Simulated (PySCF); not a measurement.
C₂H₅ClFNSi, SMILES Cl[Si@H](/C=C/F)N.

Coordinates come from a ωB97X-D3(BJ)/def2-SVP optimisation. The structure was generated by enumeration; whether it is a known compound was not checked. Other conformers were not sampled.

Computed with ωB97X-D3(BJ)/def2-SVP (PySCF).

Frequencies are harmonic and unscaled.

Computed harmonic wavenumbers and intensities:
```json
[
 {"mode": "1", "ν (cm⁻¹)": "83", "IR (km/mol)": "1.3", "moving atoms (share of kinetic energy)": "C 34 %, H 30 %, N 22 %, F 9 %"},
 {"mode": "2", "ν (cm⁻¹)": "128", "IR (km/mol)": "1.8", "moving atoms (share of kinetic energy)": "Cl 44 %, F 29 %, C 13 %"},
 {"mode": "3", "ν (cm⁻¹)": "171", "IR (km/mol)": "1.5", "moving atoms (share of kinetic energy)": "H 38 %, C 26 %, F 20 %, N 10 %"},
 {"mode": "4", "ν (cm⁻¹)": "223", "IR (km/mol)": "11.4", "moving atoms (share of kinetic energy)": "N 29 %, H 24 %, Cl 20 %, C 13 %, Si 9 %"},
 {"mode": "5", "ν (cm⁻¹)": "257", "IR (km/mol)": "9.7", "moving atoms (share of kinetic energy)": "H 61 %, C 24 %"},
 {"mode": "6", "ν (cm⁻¹)": "331", "IR (km/mol)": "7.3", "moving atoms (share of kinetic energy)": "C 45 %, H 16 %, Cl 16 %, Si 14 %, F 8 %"},
 {"mode": "7", "ν (cm⁻¹)": "356", "IR (km/mol)": "14.6", "moving atoms (share of kinetic energy)": "H 42 %, C 22 %, N 16 %, Si 11 %"},
 {"mode": "8", "ν (cm⁻¹)": "435", "IR (km/mol)": "162.0", "moving atoms (share of kinetic energy)": "H 59 %, N 24 %"},
 {"mode": "9", "ν (cm⁻¹)": "449", "IR (km/mol)": "33.6", "moving atoms (share of kinetic energy)": "Si 33 %, F 31 %, H 15 %, C 11 %"},
 {"mode": "10", "ν (cm⁻¹)": "532", "IR (km/mol)": "123.0", "moving atoms (share of kinetic energy)": "Si 47 %, Cl 37 %"},
 {"mode": "11", "ν (cm⁻¹)": "729", "IR (km/mol)": "24.8", "moving atoms (share of kinetic energy)": "H 89 %"},
 {"mode": "12", "ν (cm⁻¹)": "784", "IR (km/mol)": "2.6", "moving atoms (share of kinetic energy)": "H 63 %, C 29 %"},
 {"mode": "13", "ν (cm⁻¹)": "866", "IR (km/mol)": "25.6", "moving atoms (share of kinetic energy)": "H 54 %, C 37 %"},
 {"mode": "14", "ν (cm⁻¹)": "874", "IR (km/mol)": "201.8", "moving atoms (share of kinetic energy)": "H 53 %, Si 23 %, C 15 %, N 8 %"},
 {"mode": "15", "ν (cm⁻¹)": "900", "IR (km/mol)": "62.6", "moving atoms (share of kinetic energy)": "H 43 %, N 33 %, Si 19 %"},
 {"mode": "16", "ν (cm⁻¹)": "932", "IR (km/mol)": "261.1", "moving atoms (share of kinetic energy)": "H 64 %, Si 20 %, N 14 %"},
 {"mode": "17", "ν (cm⁻¹)": "1001", "IR (km/mol)": "24.5", "moving atoms (share of kinetic energy)": "H 84 %, C 16 %"},
 {"mode": "18", "ν (cm⁻¹)": "1172", "IR (km/mol)": "47.5", "moving atoms (share of kinetic energy)": "C 45 %, H 27 %, F 25 %"},
 {"mode": "19", "ν (cm⁻¹)": "1215", "IR (km/mol)": "108.4", "moving atoms (share of kinetic energy)": "H 43 %, C 43 %, F 14 %"},
 {"mode": "20", "ν (cm⁻¹)": "1355", "IR (km/mol)": "8.9", "moving atoms (share of kinetic energy)": "H 85 %, C 14 %"},
 {"mode": "21", "ν (cm⁻¹)": "1553", "IR (km/mol)": "62.6", "moving atoms (share of kinetic energy)": "H 89 %, N 11 %"},
 {"mode": "22", "ν (cm⁻¹)": "1750", "IR (km/mol)": "252.7", "moving atoms (share of kinetic energy)": "C 92 %"},
 {"mode": "23", "ν (cm⁻¹)": "2300", "IR (km/mol)": "126.6", "moving atoms (share of kinetic energy)": "H 97 %"},
 {"mode": "24", "ν (cm⁻¹)": "3199", "IR (km/mol)": "0.8", "moving atoms (share of kinetic energy)": "H 92 %, C 8 %"},
 {"mode": "25", "ν (cm⁻¹)": "3230", "IR (km/mol)": "1.9", "moving atoms (share of kinetic energy)": "H 91 %, C 9 %"},
 {"mode": "26", "ν (cm⁻¹)": "3617", "IR (km/mol)": "42.6", "moving atoms (share of kinetic energy)": "H 96 %"},
 {"mode": "27", "ν (cm⁻¹)": "3714", "IR (km/mol)": "41.9", "moving atoms (share of kinetic energy)": "H 91 %, N 9 %"}
]
```
